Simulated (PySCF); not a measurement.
Species: C7H5FNO (doublet state).
Structure used (GFN2-xTB), in Å, numbered top down from 1:
```
atom  x, y, z in Å
C1    -1.3413    1.9099   -0.4595
C2    -0.8946    0.7395   -0.1668
C3    -0.4669   -0.4983    0.1413
C4    -1.3633   -1.5375    0.4469
C5    -2.7308   -1.3614    0.4551
N6    -3.8780   -1.2291    0.4662
O7     0.8595   -0.8538    0.1863
C8     1.8005    0.0863   -0.0787
C9     3.0887   -0.2233   -0.0554
F10    4.0110    0.7175   -0.3160
H11   -1.5812    2.2021   -1.4738
H12   -1.5182    2.6673    0.2931
H13   -0.9637   -2.5104    0.6860
H14    1.4630    1.0901   -0.3069
H15    3.5110   -1.1909    0.1602
```

The hyperfine couplings belong to this conformer and change with its torsions.

Identity: `C=[C]/C(=C\C#N)O/C=C/F` [radical].

Computed, not measured: UKS B3LYP, pcH-1 on C F H N O, non-relativistic, mean-field spin-orbit, GIAO in PySCF 2.14.0. One conformer (not necessarily the lowest) at the GFN2-xTB geometry, without solvent, vibrations or thermal averaging. A GFN2-xTB geometry isn't a minimum of the functional, and hyperfine couplings can be far from their values at a DFT geometry. The SCF solution wasn't tested for stability. ⟨S²⟩ is 0.778 where a pure state has 0.75.

Task: Break the g tensor into its mass correction, gauge correction and orbital-Zeeman/spin–orbit terms.

Result: 
```tsv
Δg (ppm)	1	2	3
relativistic mass correction	-154	-154	-154
gauge correction	-5	32	32
orbital Zeeman/spin–orbit	50	360	748
total	-109	238	626
```

So g = 2.00221, 2.00256, 2.00295 and g_iso = 2.00257; the tensor is rhombic: the two nearest values differ by 47 % of g3 − g1. Axes: g2 points within 1° of the C4–H13 bond.

Task: Average each term over the three axes. Which is largest in size?

Result: The orbital-Zeeman/spin–orbit term 386, the mass correction -154 and the gauge correction 20 ppm, for a total of 252 ppm. The orbital-Zeeman/spin–orbit term is the largest in size. The mass correction is the same along every axis, so the anisotropy comes from the other two: their spans along these axes are 37 (gauge) and 698 ppm (orbital Zeeman/spin–orbit).

Task: What are the electron Larmor frequencies g μB B/h along the three axes at 340 mT?

Result: 9.5280, 9.5296, 9.5315 GHz for g1, g2 and g3, a range of 3.5 MHz.

Task: At 94.383 GHz, how far is the centre of the isotropic spectrum from where a free electron (g = 2.002319) resonates?

Result: B = hν/(g μB) with μB/h = 13.99624 MHz/mT gives 3367.82 mT for the free electron and 3367.40 mT at g_iso, 0.42 mT lower.

Task: In a frozen sample, at which fields do the three g values resonate at 9.5, 34, 94 and 263 GHz (hyperfine left aside), and which band first spreads them over more than twice a line width of 0.3 mT?

Result: 
| band | GHz | B(g3) mT | B(g2) mT | B(g1) mT | spread mT |
| --- | --- | --- | --- | --- | --- |
| X | 9.5 | 338.88 | 338.94 | 339.00 | 0.12 |
| Q | 34.0 | 1212.83 | 1213.06 | 1213.27 | 0.45 |
| W | 94.0 | 3353.10 | 3353.76 | 3354.34 | 1.23 |
| J | 263.0 | 9381.56 | 9383.38 | 9385.00 | 3.44 |

The spread grows in proportion to the frequency. W band is the first where it exceeds 0.6 mT.

Largest spin populations (Mulliken): C4 (+0.62), C2 (+0.51), N6 (+0.25) and C3 (-0.19). Three atoms exceed +0.15. The positive populations add up to 1.48 and the negative ones to -0.48, together 2S = 1. The angles at C4 add up to 360.0°, so it is planar; its axial dipolar tensor and the negative coupling of its proton fit spin in a p orbital normal to that plane.

The HOMO–LUMO gaps are 5.09 eV among the α and 3.02 eV among the β orbitals.

The SMILES draws the unpaired electron on C2; the largest computed Mulliken spin population is on C4 (0.62 against 0.51).
